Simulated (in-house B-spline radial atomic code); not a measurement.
RPA and G0W0 on LC-wPBE: Br III (Br2+)

Configuration [Ar] 3d10 4s2 4p3, highest spin, mean-field start LC-wPBE. Computed with an all-electron radial atomic-structure program (B-spline basis): all electrons, scalar-relativistic (spin-free one-electron X2C), finite nucleus, each spin shell either full or empty, empty states to l = 9 with an (l + 1/2)⁻⁴ tail; G0W0 by contour deformation at full frequency.

Command:
```bash
python run_gw.py task.json out
```
Settings (radii: box in bohr, nucleus in fm):
```
Z                        35
electrons                33
configuration            [Ar] 3d10 4s2 4p3
hamiltonian              x2c
method                   lc_wpbe
lmax                     9
rms_radius               4.1629
spin_polarised           True
box_radius               17.55
intervals                70
```

Run time, properties included: 3.5 s on 1 thread of Intel(R) Xeon(R) Platinum 8488C, on a shared host.

Energies (hartree):

| term | value |
| --- | --- |
| mean-field total | -2604.78174 |
| Hartree-Fock functional on these orbitals | -2603.34161 |
| direct second order | -2.7117 |
| second-order exchange | 0.79063 |
| SOSEX correction | 0.73343 |

Problem. What is the RPA correlation energy, and what remains with SOSEX?

Solution. RPA gives -2.3771 hartree (-1.96 eV per electron); RPA + SOSEX gives -1.6437, and the second-order doubles -1.9211 hartree (no singles). RPA lacks exchange-type terms and so overcorrelates at short range.

Quasi-particle levels (eV):

| level | occupied | mean field | Σx - vxc | Σc | QP weight | G0W0 |
| --- | --- | --- | --- | --- | --- | --- |
| 4p up | yes | -34.05 | -1.08 | ? | ? | ? |
| 4s down | yes | -44.37 | 0.98 | -2.16 | 0.955 | -45.55 |
| 3d down | yes | -96.06 | -13.65 | 5.14 | 0.867 | -104.58 |
| 4p down | no | -22.059 | 2.89 | -2.27 | 0.959 | -21.438 |

G0W0 = mean field + (Σx - vxc) + Σc, with Σc (partial-wave tail included) taken at the quasi-particle energy. Only the outer levels were computed. Levels of low weight are left out.

Problem. Where does G0W0 put 4p up?

Solution. At -35.61 eV, with Σc = -0.48 eV and a quasi-particle weight of 0.959. The tabulated removal energy is 34.871 ± 0.019 eV (NIST, measured); the calculation leaves out spin-orbit coupling, Breit and QED terms, and what these don't explain is the method's own error.
